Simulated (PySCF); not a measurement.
Electron correlation in Cl²⁺ (chlorine, charge +2)

[Ne] 3s1 3p4, high-spin 4P determinant (an excited configuration). Calculation: PySCF 2.14, in dyall-acv3z; the spin-free X2C one-electron Hamiltonian (Gaussian nucleus). Frozen: [Ne]; 5 electrons correlated; the 22 highest virtual orbitals of each spin left out.

```json
{"level": "CCSD", "correlation energy (mhartree)": "-143.00"}
{"level": "(T)", "correlation energy (mhartree)": "-8.27"}
{"level": "CCSD(T)", "correlation energy (mhartree)": "-151.27"}
```

Diagnostics: T1 = 0.013, D1 = 0.0311, largest double amplitude 0.202.

A double-excitation amplitude exceeds 0.15, a sign of near-degeneracy.

Cost of the coupled-cluster step: roughly 40 core-seconds, for 5 correlated electrons.

Iterations:

```
CC2 = 0
CCSD nocc = (np.int64(4), np.int64(1)), nmo = (86, 86)
frozen orbitals [[0, 1, 2, 3, 4, 91, 92, 93, 94, 95, 96, 97, 98, 99, 100, 101, 102, 103, 104, 105, 106, 107, 108, 109, 110, 111, 112], [0, 1, 2, 3, 4, 91, 92, 93, 94, 95, 96, 97, 98, 99, 100, 101, 102, 103, 104, 105, 106, 107, 108, 109, 110, 111, 112]]
max_cycle = 100
direct = 0
conv_tol = 1e-08
conv_tol_normt = 1e-06
diis_space = 8
diis_start_cycle = 0
Init t2, MP2 energy = -0.101705418091274
Init E_corr(UCCSD) = -0.101705418094485
cycle = 1  E_corr(UCCSD) = -0.123171978242516  dE = -0.0214665601  norm(t1,t2) = 0.0812185
cycle = 2  E_corr(UCCSD) = -0.131479188956792  dE = -0.00830721071  norm(t1,t2) = 0.0486483
cycle = 3  E_corr(UCCSD) = -0.143316984027891  dE = -0.0118377951  norm(t1,t2) = 0.0316263
cycle = 4  E_corr(UCCSD) = -0.14268098356916  dE = 0.000636000459  norm(t1,t2) = 0.0037692
cycle = 5  E_corr(UCCSD) = -0.143175606329359  dE = -0.00049462276  norm(t1,t2) = 0.00154256
cycle = 6  E_corr(UCCSD) = -0.143238185022542  dE = -6.25786932e-05  norm(t1,t2) = 0.00525154
cycle = 7  E_corr(UCCSD) = -0.142973252321195  dE = 0.000264932701  norm(t1,t2) = 0.00101784
cycle = 8  E_corr(UCCSD) = -0.142978141777605  dE = -4.88945641e-06  norm(t1,t2) = 0.000338765
cycle = 9  E_corr(UCCSD) = -0.143009748183958  dE = -3.16064064e-05  norm(t1,t2) = 0.000110525
cycle = 10  E_corr(UCCSD) = -0.143002694774815  dE = 7.05340914e-06  norm(t1,t2) = 3.43313e-05
cycle = 11  E_corr(UCCSD) = -0.143002536406983  dE = 1.58367832e-07  norm(t1,t2) = 1.11561e-05
cycle = 12  E_corr(UCCSD) = -0.143002601093605  dE = -6.46866224e-08  norm(t1,t2) = 2.80325e-06
cycle = 13  E_corr(UCCSD) = -0.143002561479532  dE = 3.96140737e-08  norm(t1,t2) = 7.46798e-07
cycle = 14  E_corr(UCCSD) = -0.143002569806602  dE = -8.32706981e-09  norm(t1,t2) = 1.86445e-07
UCCSD converged
E(UCCSD) = -459.3065884073916  E_corr = -0.1430025698066016
UCCSD(T) correction = -0.00826737598358767
```
